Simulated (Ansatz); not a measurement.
C2H7GeN can be A, `C[C](=N)[GeH3]`, or B, `C=[C](N)[GeH3]`.

Isolated molecules relaxed with PBE0-D4/def2-TZVP in Ansatz; ΔE leaves out vibrations. CBS: MP2 limit from def2 TZ/QZ plus the TZ coupled-cluster correction, frozen cores. DFT in def2-TZVPP. B3LYP here is the variant with VWN-RPA as its local correlation; programs differ in this. For Ge outer-core shells are correlated without core-valence functions, which leaves a few kJ/mol of doubt a bond. Scalar relativity is left out up to krypton. Each species was taken in one conformer, which may not be the lowest.

Q: Which is lower in electronic energy at CCSD(T)/CBS, and by how much? (An estimate is asked.)

A: Computed: A, by 7.5 kJ/mol.

Q: Give E(B) − E(A) in kJ/mol with CCSD/def2-TZVPP, MP2/def2-TZVPP, CCSD(T)/def2-TZVPP, B3LYP, B2PLYP, ωB97M-V, B3LYP-D4. (An estimate is asked.)

A: The calculation gave: CCSD/def2-TZVPP 10.3, MP2/def2-TZVPP 6.2, CCSD(T)/def2-TZVPP 10.8, B3LYP 6.4, B2PLYP 7.3, ωB97M-V 6.0, B3LYP-D4 5.6. None reverses the order clearly.

Largest T1 diagnostic: 0.012.
